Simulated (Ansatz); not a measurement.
C3H9Ga, singlet, at a GFN2-xTB geometry (such geometries of metal compounds can be far from the true shape). Base run: SVWN5/3-21G (Ansatz, a quantum-chemistry and plane-wave program).

The Ansatz input:
Ansatz 0.2 input:
```yaml
crystal:
  periodic: [false, false, false]
  atoms:
    - {symbol: Ga, position_ang: [0.00000529, 0.00007777, 0.00001707]}
    - {symbol: C, position_ang: [-1.41606143, -1.46777541, -0.15992464]}
    - {symbol: H, position_ang: [-1.48153476, -1.83989675, -1.18661644]}
    - {symbol: H, position_ang: [-2.40675752, -1.08845087, 0.10745406]}
    - {symbol: H, position_ang: [-1.19263554, -2.31657722, 0.49209008]}
    - {symbol: C, position_ang: [-0.18761026, 1.72486456, -1.08412653]}
    - {symbol: H, position_ang: [0.68547600, 1.88408692, -1.72381582]}
    - {symbol: H, position_ang: [-0.26582509, 2.59518349, -0.42578806]}
    - {symbol: H, position_ang: [-1.07487761, 1.70536745, -1.72277656]}
    - {symbol: C, position_ang: [1.60364150, -0.25727270, 1.24402790]}
    - {symbol: H, position_ang: [2.25803039, 0.61864670, 1.24542668]}
    - {symbol: H, position_ang: [2.20028467, -1.12270684, 0.94083315]}
    - {symbol: H, position_ang: [1.27785633, -0.43696259, 2.27280363]}
basis:
  gaussian:
    orbitals: 3-21G.json
hamiltonian:
  xc: {name: SVWN5}
```
The basis file holds 3-21G in the JSON format of the Basis Set Exchange.

Each row names what was changed in the base input (with any setting that the change needs).

```tsv
change	basis functions	E (Eh)
base	68	-2030.35742
basis = 6-31G	___	___
basis = def2-SV(P)	___	___
basis = 6-31G*	98	-2040.12910
basis = pc-1	114	-2040.32794
basis = cc-pVDZ	114	___
basis = def2-SVP	___	___
basis = 6-31G**	125	-2040.14202
basis = aug-pcseg-1	186	-2040.19177
basis = aug-cc-pVDZ	186	-2040.37541
basis = def2-TZVP	195	-2040.45557
basis = cc-pVTZ	259	-2040.49137
basis = pcseg-2	259	-2040.51396
```

**Question.** What belongs in the gaps?

**Answer.** 
- basis = 6-31G, basis functions: 74
- basis = 6-31G, E (Eh): -2040.03938
- basis = def2-SV(P), basis functions: 92
- basis = def2-SV(P), E (Eh): -2040.04568
- basis = cc-pVDZ, E (Eh): -2040.36109
- basis = def2-SVP, basis functions: 119
- basis = def2-SVP, E (Eh): -2040.06873

Totals compare only among sets that treat the same electrons; sets with core potentials leave the core out.
